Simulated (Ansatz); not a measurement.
Mulliken charges of C2H5GaS, SMILES `[CH3][Ga]1[CH2][S]1` from B3LYP/def2-TZVPP in Ansatz (PBE0-D4/def2-TZVP geometry).

```csv
atom,x (Å),y (Å),z (Å),charge (e)
C1,-0.787,1.664,0.305,-0.386
Ga2,-0.083,-0.112,-0.003,0.371
C3,1.101,-1.601,-0.341,-0.289
S4,-0.682,-2.196,-0.172,-0.261
H5,-1.270,1.691,1.283,0.110
H6,0.000,2.417,0.270,0.115
H7,-1.538,1.887,-0.453,0.111
H8,1.510,-1.769,-1.333,0.115
H9,1.749,-1.982,0.444,0.115
```

**Question.** By hand: the dipole of these point charges (1 e Å = 4.8032 D).

**Answer.** Σ q r = (0.197, 0.594, 0.044) e Å, of length 0.627 e Å = 3.01 D.

**Question.** How does the dipole of the full density compare? (Estimate.)

**Answer.** Ansatz gave: (0.163, 0.695, 0.061) e Å, 3.44 D; the point charges give 0.88 times that, at 5° from its direction.

Point charges leave out the atoms' own dipoles, such as those of lone pairs, and Mulliken's split depends on the basis, so the close match here is no proof of good charges.

B3LYP here is the variant with VWN-RPA as its local correlation; programs differ in this.
